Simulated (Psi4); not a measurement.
CH₅AlO₂, singlet, geometry from GFN2-xTB (such geometries of metal compounds can be far from the true shape); DLPNO-MP2/def2-SVP in Psi4.

The Psi4 input:
```
memory 2 GB

molecule {
0 1
Al   -0.37979568   -0.02722167    0.72684580
H    -1.54592248   -0.80876480    1.23852091
O     0.32422214    1.00392571    1.79218659
H     0.71969968    1.59335011    2.41780966
O     0.01954173   -0.32933943   -0.84413349
C     0.30906500   -0.62103284   -2.17938408
H     1.08587093   -1.38794897   -2.23524910
H    -0.58788546   -0.98935847   -2.68343245
H     0.66108026    0.27611056   -2.69476476
}

set {
  basis def2-svp
  freeze_core true
}

energy('dlpno-mp2')
print_variables()
```

Problem. Write the output that Psi4 gives for this input, abridged.

Solution. 
```
    SCF Algorithm Type (re)set to DF.

   => Loading Basis Set <=

    Name: DEF2-SVP
    Role: ORBITAL
    Keyword: BASIS

         ---------------------------------------------------------
                                   SCF
               by Justin Turney, Rob Parrish, Andy Simmonett
                          and Daniel G. A. Smith
                              RHF Reference
         ---------------------------------------------------------

  ==> Geometry <==

    Molecular point group: c1
    Full point group: C1

    Geometry (in Angstrom), charge = 0, multiplicity = 1:

       Center              X                  Y                   Z               Mass
    ------------   -----------------  -----------------  -----------------  -----------------
         AL          -0.370523662944    -0.044010920892     0.665870572627    26.981538530000
         H           -1.536650462944    -0.825554050892     1.177545682627     1.007825032230
         O            0.333494157056     0.987136459108     1.731211362627    15.994914619570
         H            0.728971697056     1.576560859108     2.356834432627     1.007825032230
         O            0.028813747056    -0.346128680892    -0.905108717373    15.994914619570
         C            0.318337017056    -0.637822090892    -2.240359307373    12.000000000000
         H            1.095142947056    -1.404738220892    -2.296224327373     1.007825032230
         H           -0.578613442944    -1.006147720892    -2.744407677373     1.007825032230
         H            0.670352277056     0.259321309108    -2.755739987373     1.007825032230

  Running in c1 symmetry.

  Rotational constants: A =      0.88788  B =      0.09175  C =      0.08449 [cm^-1]
  Rotational constants: A =  26617.96256  B =   2750.70050  C =   2532.87135 [MHz]
  Nuclear repulsion =  158.488602127540616

  Charge       = 0
  Multiplicity = 1
  Electrons    = 40
  Nalpha       = 20
  Nbeta        = 20

  ==> Algorithm <==

  SCF Algorithm Type is DF.
  DIIS enabled.
  MOM disabled.
  Fractional occupation disabled.
  Guess Type is SAD.
  Energy threshold   = 1.00e-08
  Density threshold  = 1.00e-08
  Integral threshold = 1.00e-12

  ==> Primary Basis <==

  Basis Set: DEF2-SVP
    Blend: DEF2-SVP
    Number of shells: 41
    Number of basis functions: 85
    Number of Cartesian functions: 89
    Spherical Harmonics?: true
    Max angular momentum: 2

   => Loading Basis Set <=

    Name: (DEF2-SVP AUX)
    Role: JKFIT
    Keyword: DF_BASIS_SCF

  ==> Integral Setup <==

  SCF_SUBTYPE=INCORE selected. In-core MEM_DF algorithm will be used.
  Using in-core AOs.

  ==> MemDFJK: Density-Fitted J/K Matrices <==

    J tasked:                   Yes
    K tasked:                   Yes
    wK tasked:                   No
    Algorithm:                 Core
    Schwarz Cutoff:           1E-12
    Mask sparsity (%):       6.1453
    Fitting Condition:        1E-10

   => Auxiliary Basis Set <=

  Basis Set: (DEF2-SVP AUX)
    Blend: DEF2-UNIVERSAL-JKFIT
    Number of shells: 143
    Number of basis functions: 447
    Number of Cartesian functions: 530
    Spherical Harmonics?: true
    Max angular momentum: 4

  Minimum eigenvalue in the overlap matrix is 1.1142867625E-02.
  Reciprocal condition number of the overlap matrix is 2.2036129977E-03.
    Using symmetric orthogonalization.

  ==> Pre-Iterations <==

  SCF Guess: Superposition of Atomic Densities via on-the-fly atomic UHF (no occupation information).

   -------------------------
    Irrep   Nso     Nmo
   -------------------------
     A         85      85
   -------------------------
    Total      85      85
   -------------------------

  ==> Iterations <==

                           Total Energy        Delta E     RMS |[F,P]|

   @DF-RHF iter SAD:  -431.00652003240896   -4.31007e+02   0.00000e+00
   @DF-RHF iter   1:  -432.12641650498426   -1.11990e+00   7.30162e-03 ADIIS/DIIS
[...]
  @DF-RHF Final Energy:  -432.28477608949146
    Total Energy =                       -432.2847760894914586
[...]
    @Boys  580   1.6835865209368197E+02   2.843713E-12
    @Boys  581   1.6835865209422269E+02   3.211733E-12
    @Boys  582   1.6835865209469947E+02   2.831896E-12
    @Boys  583   1.6835865209502555E+02   1.936831E-12
    @Boys  584   1.6835865209545571E+02   2.555037E-12
    @Boys  585   1.6835865209587922E+02   2.515534E-12
    @Boys  586   1.6835865209633948E+02   2.733814E-12
    @Boys  587   1.6835865209671300E+02   2.218586E-12
    @Boys  588   1.6835865209707418E+02   2.145319E-12
    @Boys  589   1.6835865209751131E+02   2.596397E-12
    @Boys  590   1.6835865209790990E+02   2.367482E-12
    @Boys  591   1.6835865209828447E+02   2.224832E-12
    @Boys  592   1.6835865209865136E+02   2.179252E-12
    @Boys  593   1.6835865209890318E+02   1.495714E-12
    @Boys  594   1.6835865209915903E+02   1.519686E-12
    @Boys  595   1.6835865209940758E+02   1.476300E-12
    @Boys  596   1.6835865209964064E+02   1.384295E-12
    @Boys  597   1.6835865209990331E+02   1.560202E-12
    @Boys  598   1.6835865210020626E+02   1.799415E-12
    @Boys  599   1.6835865210041521E+02   1.241139E-12
    @Boys  600   1.6835865210059882E+02   1.090554E-12
    @Boys  601   1.6835865210079842E+02   1.185598E-12
    @Boys  602   1.6835865210107107E+02   1.619456E-12
    @Boys  603   1.6835865210135395E+02   1.680230E-12
    @Boys  604   1.6835865210157885E+02   1.335845E-12
    @Boys  605   1.6835865210176536E+02   1.107774E-12
    @Boys  606   1.6835865210192230E+02   9.322044E-13

    Boys Localizer converged.

  ==> Forming Local MO Domains <==

    Auxiliary BFs per Local MO:
      Average =  172 AUX BFs (4 atoms)
      Min     =  124 AUX BFs (3 atoms)
      Max     =  234 AUX BFs (6 atoms)

    Projected AOs per Local MO:
      Average =   66 PAOs (6 atoms)
      Min     =   56 PAOs (5 atoms)
      Max     =   80 PAOs (8 atoms)

    Local MOs per Local MO:
      Average =   12 LMOs
      Min     =   12 LMOs
      Max     =   12 LMOs

    Screened 0 of 144 LMO pairs (0.00 %)
             0 pairs met overlap criteria
             12 pairs met energy criteria

    Screened LMO pair energy =  0.000000000000

  ==> Merging LMO Domains into LMO Pair Domains <==

    Auxiliary BFs per Local MO pair:
      Average =  226 AUX BFs (6 atoms)
      Min     =  124 AUX BFs (3 atoms)
      Max     =  276 AUX BFs (9 atoms)

    Local MOs per Local MO pair:
      Average =   12 LMOs
      Min     =   12 LMOs
      Max     =   12 LMOs

    Projected AOs per Local MO pair:
      Average =   77 PAOs (7 atoms)
      Min     =   56 PAOs (5 atoms)
      Max     =   85 PAOs (9 atoms)

    Coefficient sparsity in AO -> LMO transform:   0.00 %
    Coefficient sparsity in AO -> PAO transform:   0.00 %
    Coefficient sparsity in combined transforms:   0.00 %

    Storing transformed LMO/PAO integrals in sparse format.

  ==> Transforming 3-Index Integrals to LMO/PAO basis <==

  ==> Forming Pair Natural Orbitals <==

    Natural Orbitals per Local MO pair:
      Avg:  27 NOs
      Min:  10 NOs
      Max:  38 NOs

    PNO truncation energy = -0.000021363180

  ==> Local MP2 <==

    E_CONVERGENCE = 1.00e-06
    R_CONVERGENCE = 1.00e-06

                     Corr. Energy    Delta E     Max R
  @LMP2 iter   0:  -0.568015784907 -5.680e-01  9.245e-04
  @LMP2 iter   1:  -0.573798485446 -5.783e-03  2.371e-04
  @LMP2 iter   2:  -0.574025587036 -2.271e-04  5.717e-05
  @LMP2 iter   3:  -0.574042674959 -1.709e-05  1.276e-05
  @LMP2 iter   4:  -0.574043399597 -7.246e-07  2.025e-06
  @LMP2 iter   5:  -0.574043421720 -2.212e-08  4.533e-07

  Total DLPNO-MP2 Correlation Energy:  -0.574064784900
    MP2 Correlation Energy:            -0.574043421720
    LMO Truncation Correction:          0.000000000000
    PNO Truncation Correction:         -0.000021363180

  Variable Map:
  ----------------------------------------------------------------------------
[...]
  Array Variable Map:
  ----------------------------------------------------------------------------
[...]
[...]
```
